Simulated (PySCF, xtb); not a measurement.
H4O2SeSi, SMILES O[Se]O[SiH3]. One conformer was computed; it need not be the lowest.

Harmonic wavenumbers (cm⁻¹) from GFN2-xTB (xtb 6.7.1) at its own minimum, in rising order: 41, 96, 132, 250, 364, 444, 574, 604, 633, 733, 794, 820, 874, 989, 2222, 2247, 2332, 3515.

Question: What does PBE0-D3(BJ)/def2-SVP in PySCF 2.14.0 give at its own minimum? (An estimate is asked for; the answer gives what the named calculation found.)

Answer: 79, 105, 144, 280, 477, 565, 687, 715, 731, 889, 935, 945, 980, 1105, 2222, 2240, 2270, 3838. Paired by order, the mean absolute difference is 93 cm⁻¹ and the zero-point energies are 25.3 and 27.5 kcal/mol.
